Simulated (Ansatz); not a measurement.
Input file for `NCB[TeH]`:

```yaml
crystal:
  periodic: [false, false, false]
  atoms:
    - {symbol: N, position_ang: [-1.064425, 0.743058, -1.123499]}
    - {symbol: C, position_ang: [-0.475925, -0.094479, -0.086998]}
    - {symbol: B, position_ang: [1.028998, 0.213329, 0.187956]}
    - {symbol: Te, position_ang: [2.327973, -1.073148, 1.259936]}
    - {symbol: H, position_ang: [-2.071775, 0.648734, -1.145482]}
    - {symbol: H, position_ang: [-0.855203, 1.718776, -0.957770]}
    - {symbol: H, position_ang: [-0.597877, -1.147933, -0.364617]}
    - {symbol: H, position_ang: [-0.970836, -0.009428, 0.902092]}
    - {symbol: H, position_ang: [1.543256, 1.240407, -0.146955]}
    - {symbol: H, position_ang: [1.219014, -2.290415, 1.478236]}
basis:
  gaussian: {orbitals: def2-TZVPP}
correlation: {method: ccsd_t}
```

```sh
$ ansatz run in.yaml --threads 4 --pin off --events-out ev --progress --plain --max-ram 10444MiB
```

The program prints (abridged):

```
Functional definition: HF
1507 factors; integrals over basis functions are off by at most 1.1e-3 eV
mean field evaluation 1: about -10541.9203 eV, gradient 3.5e1 eV
mean field evaluation 2: about -10542.1083 eV, gradient 3.5e1 eV
mean field evaluation 4: about -10545.3654 eV, gradient 3.8e0 eV
mean field evaluation 8: about -10545.4296 eV, gradient 3.0e-1 eV
mean field evaluation 16: about -10545.4304 eV, gradient 2.6e-6 eV
mean field -10545.43035840 eV, -387.5374177217 hartree, gradient 2.6e-6 eV, S^2 0.000000; 0 other end points of the search recorded, 0 dependent functions left out
7 core orbitals not correlated: weight in the atoms' cores, before any rotation towards them, 1.000 or more for the frozen orbitals, at most 0.000 for the correlated occupied ones
reference -10545.43035840 eV, -387.5374177217 hartree; 17, 17 occupied and 203, 203 virtual orbitals, 1507 factors
second order -26.11330744 eV of doubles, -0.00000000 eV of singles
cycle   1  -25.67394907 eV  change    4.4e-1 eV  update   1.1e-1
cycle   2  -26.30802685 eV  change   -6.3e-1 eV  update   3.0e-2
cycle   3  -26.40310532 eV  change   -9.5e-2 eV  update   1.7e-2
cycle   4  -26.37915610 eV  change    2.4e-2 eV  update   5.8e-3
cycle   5  -26.37922307 eV  change   -6.7e-5 eV  update   3.6e-3
cycle   6  -26.38104774 eV  change   -1.8e-3 eV  update   1.2e-3
cycle   7  -26.38026929 eV  change    7.8e-4 eV  update   3.9e-4
cycle   8  -26.38030712 eV  change   -3.8e-5 eV  update   1.2e-4
cycle   9  -26.38040793 eV  change   -1.0e-4 eV  update   4.6e-5
cycle  10  -26.38040366 eV  change    4.3e-6 eV  update   1.9e-5
perturbative correction -0.87110505 eV, -0.0320125200 hartree
Total energy: -10572.68186710 eV, -388.5388921948 hartree
```

Hardware: 4 threads of an Arm Neoverse V1 on a shared host. Wall time 2.4 min, peak host memory 4.3 GiB.

MP2 recovers 95.8 % of the CCSD(T) correlation energy and the triples give 3.2 %; T1 = 0.0129.
